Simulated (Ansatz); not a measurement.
GeHMe2F (C₂H₇FGe). Total charge 0; singlet. Geometry PBE0-D4/def2-SVP, basis def2-TZVP, Ansatz.

```tsv
atom	x (Å)	y (Å)	z (Å)
Ge1	-0.065	-0.201	-0.682
H2	-1.153	-0.819	-1.583
C3	0.500	-1.399	0.732
H4	-0.340	-1.615	1.410
H5	1.312	-0.939	1.315
H6	0.863	-2.348	0.312
C7	-0.542	1.565	-0.041
H8	-0.768	2.235	-0.883
H9	0.291	1.993	0.536
H10	-1.428	1.510	0.610
F11	1.328	0.017	-1.726
```

```tsv
run	HOMO (eV)	LUMO (eV)
A	-11.05	2.86
B	-8.46	0.65
C	-7.73	0.30
D	-7.63	0.41
E	-8.29	0.57
F	-7.31	0.03
```

B3LYP takes the VWN-RPA correlation. HSE06 is defined as in plane-wave codes, on full-range PBE exchange.

**Question.** The runs used B3LYP, B97M-V, HSE06, PBE, r2SCAN, ωB97X-V. Estimate which is which.

**Answer.** A ωB97X-V (range-separated); B B3LYP (20 % exact exchange); C B97M-V (0 % exact exchange); D r2SCAN (0 % exact exchange); E HSE06 (range-separated); F PBE (0 % exact exchange). Exact exchange lowers occupied and raises empty levels; among semilocal functionals meta-GGAs tend to open the gap a little, and such runs are hard to tell apart. The gap grows from 7.34 eV (PBE) to 13.91 eV (ωB97X-V).
